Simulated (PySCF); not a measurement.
**`CO[C@@H]1C=C[SiH2]1`, C4H8OSi**

Geometry:
| atom | x (Å) | y (Å) | z (Å) |
| --- | --- | --- | --- |
| C1 | 2.431 | 0.373 | 0.394 |
| O2 | 1.331 | -0.103 | -0.312 |
| C3 | 0.211 | -0.312 | 0.494 |
| C4 | -0.998 | -0.752 | -0.298 |
| C5 | -2.018 | 0.088 | -0.027 |
| Si6 | -0.918 | 1.186 | 1.003 |
| H7 | 2.765 | -0.337 | 1.177 |
| H8 | 3.255 | 0.522 | -0.319 |
| H9 | 2.214 | 1.343 | 0.889 |
| H10 | 0.443 | -1.020 | 1.319 |
| H11 | -0.999 | -1.625 | -0.967 |
| H12 | -3.044 | 0.008 | -0.392 |
| H13 | -0.526 | 2.489 | 0.384 |
| H14 | -1.262 | 1.432 | 2.441 |

The calculation used GIAO BHandHLYP/def2-SVP magnetisability, rotational g tensor and spin-rotation constants, non-relativistic, gas phase (PySCF). Geometry: PBE0-D3(BJ)/def2-SVP.

(1) How diamagnetic is it, and how anisotropic?

(2) Split it along the inertial axes a, b, c into diamagnetic and paramagnetic parts about the centre of mass, with the quadrupole moment.

(3) And the rotational g tensor?

## Answers

(1) Isotropic -940 × 10⁻³⁰ J/T², or -56.6 × 10⁻⁶ cm³/mol; principal values -1007, -939, -875 × 10⁻³⁰ J/T², anisotropy 114 × 10⁻³⁰ J/T² (root of half the summed squared differences of the principal values). The susceptibility is in cgs units.

(2) 
| axis | χ (10⁻⁶ cm³/mol) | diamagnetic (10⁻⁶ cm³/mol) | paramagnetic (10⁻⁶ cm³/mol) | summed x² of all electrons (Å²) | quadrupole Θ (D Å) |
| --- | --- | --- | --- | --- | --- |
| a | -57.1 | -318.3 | 261.2 | 136.6 | +4.07 |
| b | -54.1 | -659.2 | 605.1 | 56.3 | -0.77 |
| c | -58.6 | -818.4 | 759.8 | 18.8 | -3.30 |

Anisotropies 2χaa − χbb − χcc = -1.6 and 2χbb − χaa − χcc = +7.6 × 10⁻⁶ cm³/mol. Θ is traceless in Buckingham's convention.

(3) 
```
axis  rotational constant (GHz)        g  nuclear part  electronic part
   a                     5.6515  -0.0611        0.6324          -0.6935
   b                     2.1711  -0.0237        0.5936          -0.6172
   c                     1.6892  -0.0136        0.5893          -0.6030
```
Asymmetric top; isotopes 12C, 1H, 16O, 28Si; no vibrational averaging.
